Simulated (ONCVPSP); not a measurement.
**Cutoff test, iron, ONCV**

```
Element                 : iron
Generator               : ONCVPSP 4.0.1
Type                    : optimised norm-conserving Vanderbilt (ONCV)
Functional              : PBE
Relativity              : fully relativistic
Frozen core             : [Ne]
Valence charge          : 16
Reference configuration : 3s2 3p6 3d6 4s2
Partial waves           : 3s+4s: rc 1.20 bohr, ncon 3, nbas 7, qcut 11.6 1/bohr, 2 projectors; 3p: rc 1.15 bohr, ncon 5, nbas 8, qcut 10.5 1/bohr, 1 projector; 3d: rc 1.60 bohr, ncon 3, nbas 8, qcut 8.6 1/bohr, 2 projectors, debl 3.4 Ha
Local potential         : polynomial inside 0.95 bohr (lpopt 5, dvloc0 0 Ha)
Core correction         : polynomial model core, fcfact 0.4
```

Open shells are filled in proportion to 2j + 1.

For each optimised wave give the share of its norm inside rc, the residual kinetic energy above qcut (Ha) and the cutoffs (Ha) for errors of 10, 1, 0.1 and 0.01 mHa per electron.

```json
{"wave": "3s", "norm inside rc": "0.895", "residual KE": "2.6e-07", "10 mHa": "33.2", "1 mHa": "43.4", "0.1 mHa": "51.3", "0.01 mHa": "57.8"}
{"wave": "4s", "norm inside rc": "0.031", "residual KE": "4.0e-08", "10 mHa": "21.1", "1 mHa": "35.2", "0.1 mHa": "45.5", "0.01 mHa": "53.5"}
{"wave": "3p j=3/2", "norm inside rc": "0.817", "residual KE": "3.9e-05", "10 mHa": "24.7", "1 mHa": "31.1", "0.1 mHa": "39.2", "0.01 mHa": "129.9"}
{"wave": "3p j=1/2", "norm inside rc": "0.825", "residual KE": "3.4e-05", "10 mHa": "25.4", "1 mHa": "32.1", "0.1 mHa": "38.6", "0.01 mHa": "128.1"}
{"wave": "3d j=5/2", "norm inside rc": "0.807", "residual KE": "4.5e-05", "10 mHa": "27.1", "1 mHa": "31.7", "0.1 mHa": "35.4", "0.01 mHa": "102.9"}
{"wave": "d projector 2 j=5/2", "norm inside rc": "0.191", "residual KE": "6.7e-04", "10 mHa": "30.6", "1 mHa": "36.0", "0.1 mHa": "108.4", "0.01 mHa": "193.3"}
{"wave": "3d j=3/2", "norm inside rc": "0.810", "residual KE": "4.6e-05", "10 mHa": "27.1", "1 mHa": "31.7", "0.1 mHa": "35.5", "0.01 mHa": "103.1"}
{"wave": "d projector 2 j=3/2", "norm inside rc": "0.192", "residual KE": "6.8e-04", "10 mHa": "30.6", "1 mHa": "36.0", "0.1 mHa": "110.8", "0.01 mHa": "193.9"}
```

The occupied waves need 43 Ha and 51 Ha for 1 and 0.1 mHa.
